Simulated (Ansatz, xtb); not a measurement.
The molecule FeN, multiplicity 6 (lowest of 2S+1 = 2, 4, 6, 8 at PBE0/def2-TZVPP; our sources give no spin for the ground state, which may be another). No spin–orbit coupling. Fe is treated without relativity.

Seven points along R, fitted to fifth degree in 1/R; most abundant isotopes. In def2 and cc sets the state is the lowest found near the PBE0 minimum, followed along R.

Run with Ansatz (Gaussian basis) for Hartree–Fock, density functionals and correlated methods; xtb for the GFN methods. Each number belongs to the level named beside it. The GFN methods have no spin term and hold the electronic entropy of 300 K.

```tsv
level	r_e (Å)	ω_e (cm⁻¹)	ω_e x_e (cm⁻¹)	dipole (D)
GFN1-xTB	1.662	837	8.2	-
SVWN5/def2-TZVPP	1.578	977	5.8	3.63
PBE/def2-TZVPP	1.606	…	6.5	3.65
B97M-V/def2-TZVPP	1.623	815	8.2	4.01
B3LYP/def2-TZVPP	1.618	795	8.3	4.07
PBE0/def2-TZVPP	1.604	811	7.3	4.06
CAM-B3LYP/def2-TZVPP	1.602	785	8.0	4.24
wB97X-V/def2-TZVPP	…	…	13	4.40
```

Problem. Complete the blanks.

Solution. 
- wB97X-V/def2-TZVPP, r_e (Å): 1.591
- wB97X-V/def2-TZVPP, ω_e (cm⁻¹): 825
- PBE/def2-TZVPP, ω_e (cm⁻¹): 905

Doubts at one or more of the structures used: a spin-contaminated determinant (PBE0/def2-TZVPP).

Ansatz is an electronic-structure program.
